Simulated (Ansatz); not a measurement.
`CSB(O)F` → `COB(F)S`  (isomerisation)

Computed with Ansatz on PBE0-D4/def2-TZVP structures; ΔE is electronic, products minus reactants. CCSD(T)/CBS adds triple-zeta CCSD(T) − MP2 to the extrapolated MP2 energy (def2 sets, frozen cores). This one scheme is used for every species. Functionals use def2-TZVPP. B3LYP here is the variant with VWN-RPA as its local correlation; programs differ in this. Each species was taken in one conformer, which may not be the lowest.

| level | ΔE (kJ/mol) | difference from CCSD(T)/CBS |
| --- | --- | --- |
| PBE-D4 | 44.3 | -0.3 |
| r2SCAN-D4 | 43.3 | -1.3 |
| PBE0-D4 | 44.4 | -0.2 |
| B3LYP-D4 | 39.1 | -5.5 |
| ωB97X-V | 39.9 | -4.7 |
| B2PLYP | 40.2 | -4.4 |
| PBE | 43.2 | -1.4 |
| r2SCAN | 43.2 | -1.4 |
| PBE0 | 43.5 | -1.1 |
| B3LYP | 37.1 | -7.5 |
| HF/def2-TZVPP | 31.6 | -13.0 |
| MP2/def2-TZVPP | 47.3 | 2.7 |
| CCSD/def2-TZVPP | 39.2 | -5.4 |
| CCSD(T)/def2-TZVPP | 40.7 | -3.9 |
| HF/def2-QZVPP | 31.5 | -13.1 |
| MP2/CBS(def2) | 51.3 | 6.7 |
| CCSD(T)/CBS | 44.6 | 0 |

Largest T1 diagnostic among the species: 0.012.

In def2-TZVPP, CCSD(T) changes the Hartree–Fock value by +9.1 kJ/mol (the triples alone add +1.4 kJ/mol) and MP2 by +15.7 kJ/mol.
